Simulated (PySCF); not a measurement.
C4H8OSi, SMILES [SiH3]/C=C1\CCO1.

Geometry: ωB97X-D3(BJ)/def2-SVP. The structure was generated by enumeration; whether it is a known compound was not checked.

Method: r2SCAN/def2-TZVP (PySCF).

Symmetry labels are those of the subgroup Cs that the program uses (full group Cs).

Computed valence orbital energies around the gap with their symmetry:
```tsv
orbital	symmetry	energy (eV)
HOMO−7	A"	-10.02
HOMO−6	A'	-9.03
HOMO−5	A"	-9.01
HOMO−4	A'	-8.73
HOMO−3	A'	-8.46
HOMO−2	A"	-8.42
HOMO−1	A'	-8.05
HOMO	A"	-5.69
LUMO	A"	-0.59
LUMO+1	A'	0.73
LUMO+2	A'	1.02
LUMO+3	A'	1.08
```
